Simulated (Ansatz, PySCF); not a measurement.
Dimer: PH3 (SMILES P) (first 4 atoms) with H4OSi (SMILES O[SiH3]); geometry from B3LYP-D3(BJ)/def2-TZVP, rigid monomers moved along the line of their centres of mass till P1···H7 is 2.25 Å.
(charge 0, multiplicity 1):
```xyz
10

P     -0.2476     0.1743    -0.3663
H      0.8205    -0.5043    -0.9994
H     -1.2622    -0.5918    -0.9874
H     -0.2970     1.2282    -1.3089
O     -0.2301     0.7558     2.7932
Si     0.1774    -0.5757     3.6710
H     -0.2618     0.6652     1.8299
H     -0.7720    -1.6979     3.4531
H      0.1409    -0.1694     5.0909
H      1.5373    -1.0705     3.3336
```

Interaction energies are E(AB) − E(A) − E(B) at the monomers' geometry in the complex; basis-set methods are counterpoise corrected.

Rows in 6-31G* carry no dispersion term and start afresh at each structure (6-31G* with six Cartesian d functions).

Codes used: Ansatz (a quantum-chemistry and plane-wave program) with Gaussian orbitals; PySCF for 6-31G* rows, the dispersion terms. Values without a source in brackets are computed.

**Question.** One of these levels gives -11.4 kJ/mol for the interaction energy. Which?
(A) PBE0/def2-TZVPPD
(B) B3LYP-D3(BJ)/def2-TZVPPD
(C) B3LYP/6-31G*
(D) PBE-D3(BJ)/def2-TZVPPD

**Answer.** A, PBE0/def2-TZVPPD. The others give -17.7 (PBE-D3(BJ)/def2-TZVPPD), -4.6 (B3LYP/6-31G*), -14.8 (B3LYP-D3(BJ)/def2-TZVPPD)
